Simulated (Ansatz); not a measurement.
SiCl2O2H2⁻, that is Si(OH)2Cl2 with one electron more. Total charge -1; doublet. Geometry r2SCAN-D4/def2-SVP, that of the neutral singlet; atoms count from 1.

```tsv
atom	x (Å)	y (Å)	z (Å)
Si1	0.0746	0.0175	-0.0756
O2	-0.2367	0.9507	1.2290
H3	-0.0032	1.8844	1.1710
O4	-0.9727	-1.2345	-0.0042
H5	-0.7148	-2.0528	-0.4441
Cl6	2.0084	-0.6941	-0.0807
Cl7	-0.1556	1.1289	-1.7953
```

The highest occupied level of the charge -1 doublet lies above zero (up to 1.49 eV). By energy differences it is unbound by 0.44 eV (vertical, to the charge 0 singlet, at PBE0-D4/def2-TZVPD) and held by the finite basis.

Q: Estimate the Mulliken populations from the PBE0/def2-TZVPD orbitals of Ansatz.

A: 
```
atom  charge (e)  spin (α − β)
 Si1       -2.10          2.90
  O2        0.27         -0.68
  H3        0.19          0.12
  O4        0.27         -0.68
  H5        0.19          0.12
 Cl6        0.09         -0.39
 Cl7        0.09         -0.39
```
Mulliken values and Mayer orders depend strongly on the basis. With diffuse functions, as here, like atoms can get unlike values, and bond orders can come out too low or too high.

Q: Where does the spin sit?

A: Summed by element: Si 2.90, O -1.35, H 0.24, Cl -0.78, of 1 unpaired in all. Largest on single atoms: Si1 2.90, O2 -0.68, O4 -0.68.
